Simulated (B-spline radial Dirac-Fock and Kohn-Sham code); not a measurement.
**K-line shifts caused by a second vacancy in Si⁺**

System: Si⁺ in the configuration [Ne] 3s2 3p1.

Input file task.json (cfg lists n, l and occupation; rrms is the nuclear radius in fm):

```json
{"items": [{
  "Z": 14,
  "q": 1,
  "cfg": [[1, 0, 2], [2, 0, 2], [2, 1, 6], [3, 0, 2], [3, 1, 1]],
  "A": 28,
  "rrms": 3.1224,
  "do": ["binding", "quiet", "double"]
}]}
```

Run with: `python xray_run.py task.json out`

Model: Dirac-Fock ΔSCF + Breit + QED. Program: an atomic code on a B-spline grid. Each two-hole energy is an average over J within one jj subconfiguration, not an observable level; in light atoms, where LS coupling holds, the j-resolved values are not observed lines, and for a K spectator the Kα1 hypersatellite is nearly forbidden. Correlation and solid-state effects are left out.

Lines without a spectator: Kα2 (K-L2) 1740.7 eV, Kα1 (K-L3) 1741.3 eV. Shifts in eV with one spectator hole (a dash: not computed, or left out as unreliable):

| spectator hole | Kα2 | Kα1 |
| --- | --- | --- |
| K (1s) | +140.0 | +140.3 |
| L2 (2p1/2) | +9.26 | +11.78 |
| L3 (2p3/2) | +11.54 | +10.81 |
